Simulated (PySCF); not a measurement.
Job for PySCF: R-M06-2X/def2-TZVPP on CH7NSn (SMILES C[NH][SnH3]), a point of a torsion scan. Elements past Kr take the def2 small-core potentials; no spin–orbit coupling.

```python
from pyscf import gto, dft

mol = gto.M(
    atom='''
    C    -1.23885064   -0.19821914    0.40019950
    N    -1.16209097   -0.28124610   -1.04089425
    Sn   -1.55200283    1.16505133   -2.33411398
    H    -1.55372903    0.79911044    0.69833487
    H    -1.95888648   -0.91930504    0.79589221
    H    -0.26869172   -0.38631800    0.86771009
    H    -0.62747143   -1.07846580   -1.34065562
    H    -1.36321322    0.45881718   -3.81493043
    H    -0.56150553    2.50437621   -2.16224065
    H    -3.11181018    1.65120238   -2.05462023
    ''',
    basis='def2-tzvpp',
    ecp={'Sn': 'def2-tzvpp'},
    charge=0, spin=0, verbose=4, max_memory=1800)
mf = dft.RKS(mol, xc='m062x').density_fit(auxbasis='def2-universal-jkfit')
mf.grids.level = 4
mf.conv_tol = 1e-9
mf.max_cycle = 150
mf.kernel()
mf.dip_moment()
```

It printed:

```
PySCF version 2.14.0

[INPUT] verbose = 4
[INPUT] num. atoms = 10
[INPUT] num. electrons = 42
[INPUT] charge = 0
[INPUT] spin (= nelec alpha-beta = 2S) = 0
[INPUT] symmetry False subgroup None
[INPUT] Mole.unit = angstrom
[INPUT] Symbol           X                Y                Z      unit          X                Y                Z       unit  Magmom
[INPUT]  1 C     -1.238850640000  -0.198219140000   0.400199500000 AA   -2.341088418842  -0.374579887247   0.756267450188 Bohr   0.0
[INPUT]  2 N     -1.162090970000  -0.281246100000  -1.040894250000 AA   -2.196033665130  -0.531478102602  -1.967005057135 Bohr   0.0
[INPUT]  3 Sn    -1.552002830000   1.165051330000  -2.334113980000 AA   -2.932860293250   2.201627934760  -4.410836165719 Bohr   0.0
[INPUT]  4 H     -1.553729030000   0.799110440000   0.698334870000 AA   -2.936122338486   1.510099874881   1.319661647534 Bohr   0.0
[INPUT]  5 H     -1.958886480000  -0.919305040000   0.795892210000 AA   -3.701758956313  -1.737234750532   1.504018301575 Bohr   0.0
[INPUT]  6 H     -0.268691720000  -0.386318000000   0.867710090000 AA   -0.507753762738  -0.730035216990   1.639734425622 Bohr   0.0
[INPUT]  7 H     -0.627471430000  -1.078465800000  -1.340655620000 AA   -1.185749153689  -2.038004996710  -2.533471949159 Bohr   0.0
[INPUT]  8 H     -1.363213220000   0.458817180000  -3.814930430000 AA   -2.576099635186   0.867038811445  -7.209173696969 Bohr   0.0
[INPUT]  9 H     -0.561505530000   2.504376210000  -2.162240650000 AA   -1.061091669129   4.732585149776  -4.086042643902 Bohr   0.0
[INPUT] 10 H     -3.111810180000   1.651202380000  -2.054620230000 AA   -5.880468991834   3.120320274430  -3.882669524691 Bohr   0.0

nuclear repulsion = 143.910732405065
number of shells = 80
number of NR pGTOs = 295
number of NR cGTOs = 210
basis = def2-tzvpp
ecp = {'Sn': 'def2-tzvpp'}


******** <class 'pyscf.df.df_jk.DFRKS'> ********
method = DFRKS
initial guess = minao
damping factor = 0
level_shift factor = 0
DIIS = <class 'pyscf.scf.diis.CDIIS'>
diis_start_cycle = 1
diis_space = 8
diis_damp = 0
SCF conv_tol = 1e-09
SCF conv_tol_grad = None
SCF max_cycles = 150
direct_scf = False
XC library pyscf.dft.libxc version 7.1.2
    S. Lehtola, C. Steigemann, M. J. T. Oliveira, and M. A. L. Marques,  SoftwareX 7, 1–5 (2018)
XC functionals = m062x
    Y. Zhao and D. G. Truhlar,  Theor. Chem. Acc. 120, 215 (2008)
    Y. Zhao and D. G. Truhlar,  Theor. Chem. Acc. 120, 215 (2008)
radial grids:
    Treutler-Ahlrichs [JCP 102, 346 (1995); DOI:10.1063/1.469408] (M4) radial grids

becke partition: Becke, JCP 88, 2547 (1988); DOI:10.1063/1.454033
pruning grids: <function nwchem_prune>
grids dens level: 4
symmetrized grids: False
atomic radii adjust function: <function treutler_atomic_radii_adjust>
small_rho_cutoff = 0
Set gradient conv threshold to 3.16228e-05
Initial guess from minao.
tot grids = 198568
******** <class 'pyscf.df.df.DF'> ********
auxbasis = def2-universal-jkfit
init E= -274.200121838824
  HOMO = -0.544995978804806  LUMO = -0.428725312330123  gap/eV = 3.16389
cycle= 1 E= -310.198050676921  delta_E=  -36  |g|= 2.42  |ddm|= 32.6
  HOMO = -0.146084792023006  LUMO = 0.0598956611255606  gap/eV = 5.60501
cycle= 2 E= -310.450107897061  delta_E= -0.252  |g|= 2.43  |ddm|= 6.09
  HOMO = -0.275784536638245  LUMO = 0.0315331269443675  gap/eV = 8.36254
cycle= 3 E= -311.242762904055  delta_E= -0.793  |g|= 0.104  |ddm|=  2.1
  HOMO = -0.266768349379664  LUMO = 0.0215636074375301  gap/eV = 7.84591
cycle= 4 E= -311.243830760658  delta_E= -0.00107  |g|= 0.0935  |ddm|= 0.167
  HOMO = -0.281507972431703  LUMO = 0.0208312189705921  gap/eV = 8.22707
cycle= 5 E= -311.245481695439  delta_E= -0.00165  |g|= 0.0181  |ddm|= 0.066
  HOMO = -0.277903589328568  LUMO = 0.0221686516625059  gap/eV = 8.16538
cycle= 6 E= -311.245555190402  delta_E= -7.35e-05  |g|= 0.00351  |ddm|= 0.0197
  HOMO = -0.278231609942369  LUMO = 0.0219963782311474  gap/eV = 8.16962
cycle= 7 E= -311.245558489525  delta_E= -3.3e-06  |g|= 0.00134  |ddm|= 0.00472
  HOMO = -0.278122054722308  LUMO = 0.021951609651806  gap/eV = 8.16542
cycle= 8 E= -311.245559030417  delta_E= -5.41e-07  |g|= 0.000277  |ddm|= 0.0014
  HOMO = -0.278126548241408  LUMO = 0.0219490926046664  gap/eV = 8.16547
cycle= 9 E= -311.245559067843  delta_E= -3.74e-08  |g|= 6.05e-05  |ddm|= 0.000599
  HOMO = -0.278118267733863  LUMO = 0.0219511579445602  gap/eV = 8.16530
cycle= 10 E= -311.245559071022  delta_E= -3.18e-09  |g|= 1.49e-05  |ddm|= 0.00023
  HOMO = -0.278119549376342  LUMO = 0.0219506172503454  gap/eV = 8.16533
cycle= 11 E= -311.245559071189  delta_E= -1.67e-10  |g|= 4.53e-06  |ddm|= 5.12e-05
  HOMO = -0.278119620313031  LUMO = 0.0219505244939064  gap/eV = 8.16532
Extra cycle  E= -311.245559071198  delta_E= -9.15e-12  |g|= 2.55e-06  |ddm|= 1.03e-05
converged SCF energy = -311.245559071198
Dipole moment(X, Y, Z, Debye):  0.46834, -0.19206,  0.05717
```

The run converged.

Cost: roughly 70 core-seconds.
